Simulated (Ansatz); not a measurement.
Dissociation curve of NaF, singlet.

Calculation: full CI/cc-pVDZ, frozen core in Ansatz (an electronic-structure program).

Relative to R = 1.92 Å, what are the energies at R = 2.02, 3.45, 3.91, 5.70 Å?

5.9 kJ/mol at 2.02 Å, 285.1 kJ/mol at 3.45 Å, 352.7 kJ/mol at 3.91 Å, 409.2 kJ/mol at 5.70 Å.

The scan ran from 1.52 to 7.76 Å; beyond the distances shown full CI changes its symmetry label.
